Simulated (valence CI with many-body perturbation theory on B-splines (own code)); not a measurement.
Values are calculated unless marked as measured or tabulated.
# W³²⁺: magnetic and hyperfine properties of the levels

Method: relativistic CI+MBPT: six valence electrons over a frozen Dirac-Fock core [Kr], radial functions for each j: 7 s, 7 p, 8 d, 6 f, 4 g, 1 h, with the one-electron correlation potential Σ1, the two-electron term Σ2, the three-electron term Σ3, Breit, model QED; selected CI, second order for the rest, scaled by the run's own slope (own B-spline code, finite nucleus).

No measured spectrum was set against this ion. As an estimate, large intervals hold to a few tenths of a per cent, small ones and those within an open d or f shell to about a per cent. Core correlation moves these levels by up to 7200 cm⁻¹, and in measured spectra 5 to 20 % of such shifts remained as error; rates that hang on mixing are uncertain with them. Among the levels kept, up to 760 cm⁻¹ of a level comes from second order outside the variational space, and about a tenth of that is noise between levels of different J, which matters for small intervals. Only levels of the ground parity were solved; by the run's estimate the other parity begins above the list, which can be wrong where configurations are misplaced.

A/g_I is the dipole constant over the nuclear g factor μ/I (μ in nuclear magnetons, uniformly magnetised nucleus), B/Q the quadrupole constant per barn. Both hold the static response of the core; the bare values leave it out. Large factors of s and p1/2 electrons are usually good to 5 to 10 %; those of open d and f shells near neutrality can be off by tens of per cent, and small factors of p3/2, d and f electrons come from cancelling terms and can be off by a factor of two or in sign, in half-filled shells by more. B is blank for J = 1/2, where it vanishes, and for nearly pure S terms. Energies count from the lowest level. Levels with J = 0 are left out.

Levels are named by their leading jj configuration (3d3/2^4 stands for four electrons in 3d with j = 3/2), which in mixed levels can hold well under half, so a name can repeat and another be missing. Letters in brackets count levels of one name in rising energy.

| Level | E (cm⁻¹) | g | A/g_I (MHz) | A/g_I bare | B/Q (MHz/b) | B/Q bare |
| --- | --- | --- | --- | --- | --- | --- |
| (4d3/2^4 4d5/2^2) J=4 | 0 | 1.278 | 8320 | 8830 | 16900 | 16300 |
| (4d3/2^4 4d5/2^2) J=2 | 21237 | 1.297 | 8170 | 8730 | -8930 | -8540 |
| (4d3/2^3 4d5/2^3) J=3 [a] | 114610 | 1.379 | 4590 | 5370 | 1040 | 974 |
| (4d3/2^3 4d5/2^3) J=4 [a] | 123510 | 1.166 | 9480 | 9700 | 14500 | 14000 |
| (4d3/2^3 4d5/2^3) J=1 [a] | 128650 | 1.323 | 8130 | 8760 | -6230 | -5950 |
| (4d3/2^3 4d5/2^3) J=5 | 147950 | 1.129 | 11500 | 11600 | 7970 | 7710 |
| (4d3/2^3 4d5/2^3) J=6 | 150000 | 1.111 | 12800 | 12900 | -15800 | -15300 |
| (4d3/2^3 4d5/2^3) J=2 [a] | 165120 | 0.961 | 16000 | 15700 | -12400 | -11900 |
| (4d3/2^3 4d5/2^3) J=3 [b] | 169480 | 1.051 | 14300 | 14200 | 5190 | 4920 |
| (4d3/2^3 4d5/2^3) J=1 [b] | 205240 | 1.137 | 7590 | 7740 | 12600 | 12100 |
| (4d3/2^3 4d5/2^3) J=2 [b] | 205340 | 1.132 | 11900 | 12000 | 19500 | 18800 |
| (4d3/2^3 4d5/2^3) J=4 [b] | 208200 | 1.044 | 14600 | 14400 | -11500 | -11100 |
| (4d3/2^3 4d5/2^3) J=3 [c] | 215910 | 1.070 | 14200 | 14100 | -19800 | -19000 |
| (4d3/2^2 4d5/2^4) J=2 [a] | 251960 | 1.442 | 728 | 1660 | -2130 | -2040 |
| (4d3/2^2 4d5/2^4) J=4 [a] | 272460 | 1.097 | 12300 | 12300 | 2040 | 2030 |
| (4d3/2^2 4d5/2^4) J=3 [a] | 281170 | 1.201 | 8430 | 8730 | -7890 | -7600 |
| (4d3/2^2 4d5/2^4) J=5 | 285130 | 1.097 | 13100 | 13100 | -11800 | -11400 |
| (4d3/2^2 4d5/2^4) J=6 | 297920 | 1.048 | 14300 | 14200 | -17300 | -16600 |
| (4d3/2^2 4d5/2^4) J=3 [b] | 301110 | 0.962 | 16700 | 16400 | 654 | 641 |
| (4d3/2^2 4d5/2^4) J=1 | 309840 | 1.030 | 15400 | 15200 | -5920 | -5700 |
| (4d3/2^2 4d5/2^4) J=4 [b] | 319030 | 1.052 | 14800 | 14700 | -507 | -523 |
| (4d3/2^2 4d5/2^4) J=2 [b] | 320070 | 1.051 | 14500 | 14400 | -11700 | -11300 |
| (4d3/2^2 4d5/2^4) J=2 [c] | 353340 | 0.863 | 19700 | 19200 | -842 | -786 |
| (4d3/2^2 4d5/2^4) J=4 [c] | 364970 | 1.160 | 10400 | 10600 | -17000 | -16300 |
| (4d3/2 4d5/2^5) J=1 | 408110 | 1.497 | -2420 | -1340 | -3540 | -3390 |
| (4d3/2^2 4d5/2^4) J=2 [d] | 417570 | 1.022 | 14900 | 14700 | 20100 | 19400 |
| (4d3/2 4d5/2^5) J=4 | 448590 | 1.028 | 14900 | 14800 | -7550 | -7160 |
| (4d3/2 4d5/2^5) J=2 | 462660 | 1.203 | 9810 | 10100 | -21300 | -20500 |
| (4d3/2 4d5/2^5) J=3 | 467850 | 1.065 | 13600 | 13600 | -19300 | -18600 |

(1) Take the isotope of mass number 183, with I = 1/2, μ = 0.11739 μN. What is the hyperfine structure of (4d3/2^3 4d5/2^3) J=5?

Answers

(1) From the table A = 2690 MHz. Shifts from the centre of gravity in MHz: F = 9/2: -8070, F = 11/2: 6720.
